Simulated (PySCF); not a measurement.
C₃H₈ClSi, multiplicity 2. Atoms are numbered in the order given.

```xyz
13

C     -0.7111     1.6952    -0.8290
Si    -0.0952     0.0187    -0.3377
C      1.4507    -0.4600    -1.2928
C     -1.4273    -1.2927    -0.5289
Cl     0.4161     0.1178     1.6947
H     -0.7583     2.5415    -0.1341
H     -1.0574     1.9143    -1.8479
H      2.2558     0.2742    -1.1341
H      1.8155    -1.4492    -0.9718
H      1.2346    -0.5061    -2.3737
H     -1.0507    -2.2787    -0.2119
H     -2.3120    -1.0481     0.0791
H     -1.7436    -1.3671    -1.5833
```
Charge 0, spin multiplicity 2.

Geometry: TPSSh-D3(BJ)/def2-SVP. A frequency run showed that this geometry is not a minimum. The isomer is the one that the SMILES or the coordinates give; other isomers of the formula were not compared.

Level of theory: PySCF with PBE/def2-TZVP.

The molecule is in vacuum.

The total energy is -868.40742 hartree, the α spin, highest occupied and lowest empty level is -5.63 and 0.19 eV and the β spin, highest occupied and lowest empty level comes out as -7.05 and -3.54 eV. The dipole moment is 2.14 D, the quadrupole, principal values (traceless, Buckingham form, about the centre of nuclear charge) is -1.57, -0.42, 2.00 D·Å and the mean static polarisability comes out as 75.7 bohr³ (11.22 Å³). The polarisability, principal values comes out as 72.2, 76.5, 78.5 bohr³ and the ⟨S²⟩ is 0.754 (pure state 0.75).
